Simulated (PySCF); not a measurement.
In(Cl)(NH2)2 (ClH4InN2), SMILES [NH2][In]([NH2])[Cl].

Geometry: PBE-D3(BJ)/def2-SVP. The structure was generated by enumeration; whether it is a known compound was not checked. The def2 effective core potentials stand for the cores of In; spin–orbit coupling is left out. One conformer was computed; it need not be the lowest.

Level of theory: PBE-D3(BJ)/def2-SVP (PySCF).

Frequencies are harmonic and unscaled.

Computed normal modes with their intensities:
| mode | ν (cm⁻¹) | IR (km/mol) | moving atoms (share of kinetic energy) |
|---|---|---|---|
| 1 | 100 | 4.5 | N 40 %, Cl 34 %, In 15 %, H 11 % |
| 2 | 107 | 3.2 | N 65 %, H 22 %, In 12 % |
| 3 | 124 | 4.0 | N 48 %, In 31 %, H 13 % |
| 4 | 167 | 2.3 | H 95 % |
| 5 | 231 | 42.0 | H 92 % |
| 6 | 343 | 37.8 | Cl 77 %, In 19 % |
| 7 | 482 | 95.9 | N 74 %, H 21 % |
| 8 | 484 | 130.2 | H 49 %, N 47 % |
| 9 | 608 | 87.8 | H 72 %, N 26 % |
| 10 | 610 | 1.7 | H 45 %, N 41 %, In 14 % |
| 11 | 776 | 6.2 | H 92 % |
| 12 | 826 | 51.3 | H 91 %, N 9 % |
| 13 | 1473 | 3.8 | H 91 %, N 9 % |
| 14 | 1486 | 16.0 | H 92 % |
| 15 | 3413 | 25.4 | H 96 % |
| 16 | 3414 | 2.0 | H 96 % |
| 17 | 3516 | 5.0 | H 92 %, N 8 % |
| 18 | 3516 | 14.7 | H 92 %, N 8 % |
